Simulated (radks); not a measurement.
Spherical quantum dot in the effective-mass picture: electrons in a hard-walled sphere of radius 1.65, with a point charge +1 (a donor) at the centre, all in effective atomic units (hartree* = m*/eps^2 hartree, bohr* = eps/m* bohr), one dielectric constant everywhere. Method: non-relativistic Kohn-Sham, LDA (Slater exchange, Perdew-Wang correlation), spin-polarised, spherical densities; computed with a radial shooting solver with Libxc functionals. Levels are named by radial order and angular momentum (1s, 1p, 1d, 2s, ...), and open shells are averaged over m. Results are scaled to m* = 0.144 and eps = 12.6, for which hartree* = 24.68 meV and bohr* = 4.63 nm.

N = 35, configuration 1s2 1p6 1d10 2s2 1f14 1g(up 1, down 0). This is the lowest configuration that the search found. Occupied and some empty levels:

| level | occupation | eigenvalue (meV) | <r> (nm) |
|---|---|---|---|
| 1s up | 1 | 716.26 | 4.730 |
| 1s down | 1 | 716.72 | 4.725 |
| 1p up | 3 | 745.71 | 5.134 |
| 1p down | 3 | 746.24 | 5.131 |
| 1d up | 5 | 790.68 | 5.377 |
| 1d down | 5 | 791.26 | 5.376 |
| 2s up | 1 | 845.09 | 3.345 |
| 2s down | 1 | 845.31 | 3.348 |
| 1f up | 7 | 849.97 | 5.560 |
| 1f down | 7 | 850.58 | 5.559 |
| 1g up | 1 | 922.53 | 5.706 |
| 1g down | 0 | 923.16 | 5.706 |
| 2p up | 0 | 939.85 | 3.962 |
| 2p down | 0 | 940.11 | 3.963 |
| 1h up | 0 | 1007.7 | 5.827 |
| 1h down | 0 | 1008.3 | 5.827 |
| 2d up | 0 | 1039.5 | 4.338 |
| 2d down | 0 | 1039.9 | 4.337 |
| 3s up | 0 | 1057.5 | 3.651 |
| 3s down | 0 | 1057.7 | 3.651 |

Energy (meV): total 16544.8, kinetic 6231.6, external -840.68, Hartree 12086, exchange-correlation -931.99.
